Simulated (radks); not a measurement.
Values are calculated unless marked as measured or tabulated.
Problem. These are the eigenvalues of the occupied orbitals of an atom or ion with whole-number occupations (eV). Code: a radial shooting solver on a logarithmic mesh with Libxc functionals. Model: scalar-relativistic Kohn-Sham, PBEsol, spin-unpolarised, spherical densities, point nucleus.

1s: -65263.72
2s: -11161.60
2p: -9801.203
3s: -2542.966
3p: -2136.637
3d: -1655.684
4s: -512.0032
4p: -378.6991
4d: -206.5111
5s: -67.0413
5p: -35.5897
4f: -16.8599
6s: -5.1310
5d: -2.7144

Which element is it, and in what charge state? The configuration may be excited.

Solution. Z = 72, hafnium, charge 0: Hf in [Xe] 4f14 5d2 6s2. The list shows which subshells hold electrons but not how many an open one holds; the 1s level, -2398.4 hartree, gives Z - s = 69.3 by -(Z - s)^2/2, which with screening and relativity narrows Z to a few neighbours, and the depths of the outer levels then fix element, charge and occupations together.
